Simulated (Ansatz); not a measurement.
Saddle point of SiH6OF2, singlet (SiH₄O ([OH][SiH3]) + HF + HF → SiH₃OF ([OH][SiH2][F]) + HF + H₂; bonds formed: Si1–F7, H2–H8, H6–F9; bonds broken: Si1–H2, H6–F7, H8–F9), PBE0-D4/def2-TZVP structure:

```
10
angstrom
Si 0.7032 0.3962 -0.0306
H -0.9709 0.3448 -0.1644
H 1.3355 -0.5921 -0.9270
H 1.2652 1.0194 1.1742
O 0.6046 1.7721 -0.9606
H -0.6682 -1.5183 0.9748
F 0.4052 -1.1051 1.1400
H -1.3665 -0.4463 0.0968
F -1.7105 -1.5404 0.5891
H 0.4024 1.6698 -1.8924
```

Energies are electronic, without zero-point energy. Barriers and step energies count from the start structure reached by relaxing down the imaginary mode; all methods use the PBE0-D4 structures, on which another method's saddle can fall below an end. Ansatz 0.2.0; basis: def2-TZVPP, with def2-QZVPP for the basis limit; cores frozen in the correlated methods. B3LYP uses VWN-RPA correlation. Extrapolation: Hartree–Fock as exp(−7.88 √X), correlation as X^−2.97.

```
      method  barrier (kJ/mol)  step energy (kJ/mol)
       SPW92              28.4                -110.9
      PBE-D4              75.3                -117.7
     BLYP-D4              90.7                -128.7
   r2SCAN-D4                 ?                -132.3
      B97M-V             110.9                -129.7
     PBE0-D4              98.9                -120.5
    B3LYP-D4             106.6                -130.0
  r2SCAN0-D4                 ?                -131.3
    BHLYP-D4             131.7                -134.3
CAM-B3LYP-D4             104.3                -132.1
     wB97X-V             110.4                -130.1
     wB97M-V             107.3                -131.1
      B2PLYP             113.9                -132.0
    PBE-QIDH                 ?                -127.1
  RPA on PBE             120.1                -129.0
          HF             199.4                -140.1
         MP2             116.1                -133.8
        CCSD             136.9                -129.8
     CCSD(T)             123.9                -129.4
```

(1) Fill in the withheld barriers. (Judge from chemistry; the value comes from the calculation.)

The T1 diagnostic stays at or below 0.013.

Answers

(1) By the calculation: r2SCAN0-D4 102.8; r2SCAN-D4 84.0; PBE-QIDH 114.1 kJ/mol. Each is the energy of the saddle less that of the start structure, by the same method.

For comparison, the barrier by CCSD(T) at an estimated basis limit (MP2 extrapolated from triple and quadruple zeta, plus CCSD(T) − MP2 in triple zeta) is 123.2 kJ/mol.

Labels in which every atom is bracketed show which atoms are joined, not bond orders.

For scale, one of the runs: CCSD(T)/def2-TZVPP, 219 basis functions, launched by `ansatz run in.yaml --threads 4 --pin off --events-out ev --progress --plain --max-ram 9574MiB`. Time: 90 s of wall clock on 4 CPU threads of an Arm Neoverse V1; the host was shared. Peak host memory: 3.5 GiB.
